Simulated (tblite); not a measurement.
C5H11ClOSi.
Atom-mapped SMILES: `[CH3:1][Si:2]([CH3:3])([CH3:4])[CH2:5][C:6](=[O:7])[Cl:8]` (hydrogens: H9, H10, H11 on C1; H12, H13, H14 on C3; H15, H16, H17 on C4; H18, H19 on C5)

Computed with GFN2-xTB (tblite), gas phase: L-BFGS steps from a force-field or distance-geometry start until the largest atomic force falls under 0.01 eV/Å.

Step 69: E = -725.1372 eV
```
atom  x, y, z in Å  |  force x, y, z in eV/Å
C1     -0.6992    1.9655    0.0050    0.019   0.010   0.011
Si2    -0.3787    0.0902   -0.0740   -0.011  -0.038  -0.022
C3     -1.5372   -0.7740   -1.3173   -0.007   0.007  -0.038
C4     -0.5177   -0.7092    1.6437   -0.002   0.013   0.012
C5      1.4216   -0.1562   -0.8036   -0.002   0.019  -0.009
C6      2.3672   -0.2792    0.2953    0.009  -0.005  -0.042
O7      2.9578    0.5686    0.8809   -0.028  -0.019   0.021
Cl8     2.5600   -1.9810    0.8322    0.006   0.017  -0.016
H9      0.0471    2.4636    0.6157    0.042   0.010   0.014
H10    -1.6697    2.1819    0.4396   -0.022  -0.021   0.001
H11    -0.6749    2.4222   -0.9799    0.003  -0.006  -0.019
H12    -1.3448   -0.4536   -2.3367   -0.001   0.024  -0.014
H13    -1.4212   -1.8531   -1.2897    0.010  -0.009   0.022
H14    -2.5767   -0.5530   -1.0991    0.008   0.003   0.020
H15    -1.5131   -0.5748    2.0542   -0.036   0.002   0.027
H16     0.1879   -0.2696    2.3427    0.008   0.015  -0.001
H17    -0.3189   -1.7758    1.6095    0.008  -0.015  -0.017
H18     1.4200   -1.0321   -1.4450    0.035   0.011   0.067
H19     1.6806    0.7294   -1.3811   -0.039  -0.017  -0.017
```

Step 70: E = -725.1380 eV
```
atom  x, y, z in Å  |  force x, y, z in eV/Å
C1     -0.6980    1.9673    0.0059    0.018   0.011   0.009
Si2    -0.3772    0.0925   -0.0708   -0.031  -0.041  -0.007
C3     -1.5337   -0.7696   -1.3170   -0.019   0.006  -0.052
C4     -0.5201   -0.7090    1.6461   -0.006   0.012   0.030
C5      1.4193   -0.1611   -0.8039   -0.007  -0.002  -0.005
C6      2.3675   -0.2799    0.2925    0.002  -0.013  -0.051
O7      2.9558    0.5706    0.8755    0.000   0.005   0.048
Cl8     2.5692   -1.9815    0.8298    0.001   0.025  -0.014
H9      0.0486    2.4672    0.6145    0.048   0.013   0.015
H10    -1.6679    2.1852    0.4409   -0.025  -0.025   0.002
H11    -0.6753    2.4209   -0.9804    0.005  -0.001  -0.019
H12    -1.3487   -0.4360   -2.3339   -0.003   0.020  -0.006
H13    -1.4079   -1.8479   -1.3024    0.012  -0.008   0.023
H14    -2.5746   -0.5612   -1.0927    0.011   0.005   0.021
H15    -1.5219   -0.5886    2.0471   -0.013  -0.001   0.018
H16     0.1725   -0.2601    2.3533   -0.005   0.005  -0.022
H17    -0.3063   -1.7733    1.6129    0.005   0.002  -0.015
H18     1.4110   -1.0443   -1.4341    0.041   0.009   0.037
H19     1.6778    0.7182   -1.3909   -0.036  -0.021  -0.011
```

Problem. Estimate the geometry and energy of step 71. (The exact step hangs on the optimiser's Hessian estimate; all steps are aligned on step 70, rigid shifts and turns removed.)

Solution. E = -725.1386 eV, largest force 0.048 eV/Å
```
atom  x, y, z in Å  |  force x, y, z in eV/Å
C1     -0.6971    1.9690    0.0067    0.012   0.004   0.008
Si2    -0.3771    0.0935   -0.0692   -0.036  -0.028   0.011
C3     -1.5319   -0.7668   -1.3181   -0.017  -0.011  -0.027
C4     -0.5218   -0.7084    1.6477   -0.023  -0.008   0.023
C5      1.4175   -0.1641   -0.8032   -0.012  -0.013   0.000
C6      2.3684   -0.2805    0.2902    0.009   0.009  -0.027
O7      2.9555    0.5716    0.8723    0.005   0.005   0.047
Cl8     2.5762   -1.9812    0.8267    0.001   0.019  -0.010
H9      0.0506    2.4693    0.6141    0.036   0.010   0.006
H10    -1.6674    2.1869    0.4420   -0.007  -0.025  -0.002
H11    -0.6757    2.4200   -0.9811    0.007   0.003  -0.007
H12    -1.3514   -0.4241   -2.3323   -0.004   0.017  -0.019
H13    -1.3994   -1.8448   -1.3105    0.010   0.006   0.016
H14    -2.5731   -0.5667   -1.0883    0.005   0.007   0.016
H15    -1.5279   -0.5977    2.0425    0.005  -0.004   0.012
H16     0.1619   -0.2537    2.3596   -0.001   0.008  -0.024
H17    -0.2979   -1.7713    1.6153    0.000   0.022  -0.012
H18     1.4055   -1.0523   -1.4246    0.041  -0.005   0.001
H19     1.6752    0.7104   -1.3973   -0.032  -0.016  -0.011
```

The energy changes by -0.0005 eV. The first-order estimate −F·Δx gives -0.0008 eV and the mean of the old and new forces, exact on a quadratic surface, -0.0005 eV. The step makes an angle of 82° with the force vector and moves no atom by more than 0.014 Å.
